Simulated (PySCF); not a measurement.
# LaBr from Hartree–Fock to correlated methods

State: singlet, about 0.1 electrons in the 4f shell (Mulliken). Set-up: PySCF, scalar-relativistic core potentials, basis sets La def2-TZVPP with ECP46, Br def2-TZVPP. De refers to La (5d1 6s2) + Br in their high-spin ground configurations, without counterpoise correction. A positive dipole means La(−)Br(+). Levels whose curve was spin-contaminated or gave no clean fit are not listed.

```json
{"Level": "RHF", "Re (Å)": "2.756", "ωe (cm⁻¹)": "225", "De (eV)": "n/a", "μ (D)": "-3.85"}
{"Level": "RHF-MP2", "Re (Å)": "2.677", "ωe (cm⁻¹)": "243", "De (eV)": "n/a", "μ (D)": "n/a"}
{"Level": "RHF-SCS-MP2", "Re (Å)": "2.695", "ωe (cm⁻¹)": "239", "De (eV)": "n/a", "μ (D)": "n/a"}
{"Level": "RHF-CCSD", "Re (Å)": "2.707", "ωe (cm⁻¹)": "235", "De (eV)": "n/a", "μ (D)": "n/a"}
{"Level": "RHF-CCSD(T)", "Re (Å)": "2.703", "ωe (cm⁻¹)": "236", "De (eV)": "n/a", "μ (D)": "n/a"}
{"Level": "M06", "Re (Å)": "2.679", "ωe (cm⁻¹)": "238", "De (eV)": "4.53", "μ (D)": "-3.11"}
```

Problem. What does second-order correlation do here, going from RHF to RHF-MP2?

Solution. RHF-MP2 less RHF: -7.9 pm in Re, +8.0 % in ωe. Correlation nearly always deepens the well. The bond shortens, as is common for weak, ionic, metallic or heavy-atom bonds, where dispersion and the correlation of outer-core electrons can pull the atoms together.

Problem. What does all correlation do here, going from RHF to RHF-CCSD(T)?

Solution. RHF-CCSD(T) less RHF: -5.3 pm in Re, +4.9 % in ωe. Correlation nearly always deepens the well. The bond shortens, as is common for weak, ionic, metallic or heavy-atom bonds, where dispersion and the correlation of outer-core electrons can pull the atoms together.

Correlated steps freeze 9 core orbitals. These are scalar-relativistic numbers at best; spin–orbit coupling would shift them, the dissociation energy most.

The whole job (state search and all levels along the bond) took about 11 min on 2 threads of Arm Neoverse V2 (shared host), peak memory 3.6 GiB.
